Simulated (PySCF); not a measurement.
## Atomic charges against the basis set

Species: C₆H₆ClN.
Numbering: `[NH2:1][c:2]1[cH:3][cH:4][cH:5][c:6]([Cl:7])[cH:8]1` (hydrogens: H9, H10 on N1; H11 on C3; H12 on C4; H13 on C5; H14 on C8)

PBE0 throughout (PySCF), one geometry, spherical d and f functions. Isolated species at its PBE0-D3(BJ)/def2-SVP geometry, gas phase. The first 7 of 13 kinds of atom are listed.

Mulliken charges (e):

```tsv
basis	functions	N1	C2	C3	C4	C5	C6	Cl7
STO-3G	50	-0.394	+0.092	-0.106	-0.078	-0.098	+0.018	-0.115
pcSseg-0	88	-0.746	+0.073	-0.179	-0.252	-0.158	-0.328	+0.082
6-31G	88	-0.816	+0.247	-0.156	-0.185	-0.121	-0.365	+0.136
6-31G*	128	-0.846	+0.322	-0.210	-0.174	-0.172	-0.125	0.000
cc-pVDZ	146	-0.147	-0.008	+0.003	+0.012	+0.069	-0.176	-0.085
def2-SVP	146	-0.142	+0.032	-0.032	-0.033	0.000	-0.003	-0.108
pcSseg-1	173	-0.417	+0.062	-0.071	-0.089	+0.025	-0.241	-0.095
aug-cc-pVDZ	242	-0.228	+0.747	+0.556	+0.657	+0.342	+0.021	-0.336
6-311+G(2d,p)	260	-0.511	+0.227	-0.110	-0.261	-0.777	+1.081	+0.003
def2-TZVP	290	-0.449	+0.311	-0.256	-0.081	-0.231	+0.198	-0.118
cc-pVTZ	328	-0.267	+0.145	-0.151	-0.106	-0.147	+0.058	-0.127
```

IAO charges (e):

```
        basis  functions      N1      C2      C3      C4      C5      C6     Cl7
       STO-3G         50  -0.380  +0.069  -0.171  -0.128  -0.166  -0.043  -0.023
     pcSseg-0         88  -0.464  +0.114  -0.204  -0.133  -0.191  -0.013  -0.037
        6-31G         88  -0.502  +0.125  -0.205  -0.133  -0.193   0.000  -0.051
       6-31G*        128  -0.502  +0.138  -0.203  -0.126  -0.192  +0.006  -0.047
      cc-pVDZ        146  -0.496  +0.140  -0.209  -0.128  -0.199  +0.011  -0.044
     def2-SVP        146  -0.485  +0.136  -0.206  -0.126  -0.197  +0.010  -0.036
     pcSseg-1        173  -0.500  +0.136  -0.209  -0.130  -0.199  +0.005  -0.041
  aug-cc-pVDZ        242  -0.526  +0.140  -0.211  -0.132  -0.202  +0.013  -0.046
6-311+G(2d,p)        260  -0.527  +0.140  -0.210  -0.132  -0.201  +0.008  -0.041
    def2-TZVP        290  -0.522  +0.141  -0.211  -0.131  -0.201  +0.008  -0.039
      cc-pVTZ        328  -0.519  +0.141  -0.212  -0.132  -0.201  +0.011  -0.042
```

Hirshfeld charges (e):

```tsv
basis	functions	N1	C2	C3	C4	C5	C6	Cl7
STO-3G	50	-0.167	+0.070	-0.058	-0.021	-0.050	+0.074	-0.146
pcSseg-0	88	-0.179	+0.060	-0.079	-0.040	-0.082	+0.013	-0.042
6-31G	88	-0.190	+0.058	-0.077	-0.041	-0.077	+0.017	-0.065
6-31G*	128	-0.187	+0.055	-0.076	-0.042	-0.075	+0.022	-0.071
cc-pVDZ	146	-0.181	+0.056	-0.080	-0.043	-0.080	+0.017	-0.048
def2-SVP	146	-0.184	+0.058	-0.081	-0.043	-0.085	+0.018	-0.035
pcSseg-1	173	-0.190	+0.056	-0.079	-0.044	-0.083	+0.014	-0.041
aug-cc-pVDZ	242	-0.194	+0.051	-0.079	-0.048	-0.086	+0.008	-0.031
6-311+G(2d,p)	260	-0.191	+0.047	-0.078	-0.047	-0.084	+0.003	-0.031
def2-TZVP	290	-0.193	+0.051	-0.079	-0.047	-0.084	+0.010	-0.036
cc-pVTZ	328	-0.193	+0.054	-0.079	-0.046	-0.083	+0.013	-0.041
```

Which scheme is steadiest as the basis changes?

Largest range over the bases for any column: Hirshfeld 0.12 e, IAO 0.15 e, Mulliken 1.45 e. Hirshfeld charges move least and Mulliken charges most, counted in e. Without the minimal STO-3G basis the ranges are Hirshfeld 0.04, IAO 0.06, Mulliken 1.45 e.

How much do the charges still move between the two largest bases, def2-TZVP and cc-pVTZ?

At most, over all atoms: Mulliken 0.182 e, IAO 0.003 e, Hirshfeld 0.005 e.

What do the same runs give for the total energy, the frontier levels and the dipole moment?

```tsv
basis	energy (Eh)	HOMO (eV)	LUMO (eV)	μ (D)
STO-3G	-738.1981	-4.04	2.62	3.60
pcSseg-0	-745.5497	-6.17	-0.26	3.48
6-31G	-746.6086	-5.91	0.06	3.45
6-31G*	-746.6908	-5.89	0.04	3.25
cc-pVDZ	-746.7447	-5.97	-0.13	3.21
def2-SVP	-746.3707	-6.03	-0.17	3.10
pcSseg-1	-746.6624	-6.18	-0.36	3.18
aug-cc-pVDZ	-746.7639	-6.18	-0.47	3.06
6-311+G(2d,p)	-746.8105	-6.18	-0.47	3.06
def2-TZVP	-746.8353	-6.14	-0.37	3.07
cc-pVTZ	-746.8353	-6.11	-0.32	3.12
```

The dipole is fixed by the density alone, so its range of 0.54 D shows that the density itself changes with the basis, not only its division among atoms.
